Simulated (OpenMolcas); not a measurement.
Computed levels of 4s² 4p² in ions with 32 electrons, in cm-1 above ³P₀.

```json
{"Program": "OpenMolcas 26.06", "Method": "CASSCF", "Basis": "ANO-RCC-VTZP", "Scalar Hamiltonian": "DKH2, point nucleus", "Spin-orbit coupling": "RASSI with atomic mean-field integrals over the reference wave functions, term energies averaged over their components"}
```

Active space for each ion: 2 electrons in 3 orbitals (4p).

| Level | Ge | As+ | Br3+ | Kr4+ |
| --- | --- | --- | --- | --- |
| ³P₁ | 475 | 900 | 2277 | 3211 |
| ³P₂ | 1261 | 2287 | 5238 | 7056 |
| ¹D₂ | 9520 | 12463 | 18590 | 21960 |
| ¹S₀ | 22241 | 28366 | 39849 | 45631 |

**Question.** Estimate ³P₂, ¹D₂, ¹S₀ for Se2+ from its neighbours As+ and Br3+.

**Answer.** ³P₂ is fine structure, which grows about as the fourth power of a screened charge, so the fourth roots are averaged: ((2287^0.25 + 5238^0.25) / 2)^4 = 3536. The calculation gives 3606, so the estimate is off by -1.9 %; the measured value is 3937 (Moore, Atomic Energy Levels, vol. II, NSRDS-NBS 35 (1971 reprint of NBS Circular 467, 1952)).
¹D₂ is another term, which grows about linearly with the charge: (12463 + 18590) / 2 = 15526. The calculation gives 15447, so the estimate is off by +0.5 %; the measured value is 13032 (Moore, Atomic Energy Levels, vol. II, NSRDS-NBS 35 (1971 reprint of NBS Circular 467, 1952)).
¹S₀ is another term, which grows about linearly with the charge: (28366 + 39849) / 2 = 34108. The calculation gives 34196, so the estimate is off by -0.3 %.

With the s shell closed, the reference lacks s² → p² mixing. Without dynamic correlation excited terms often stand tens of per cent too high (terms of higher spin than the ground term too low), and those without a measured partner can miss by more than the paired ones (holds for Ge; As+). Computed and measured levels are paired by configuration, term and J; levels that our copy of the source lacks, or whose pairing is in doubt (as where it misses far off the trend of its configuration), stay unpaired and out of the deviations. Only configurations of the active space appear.
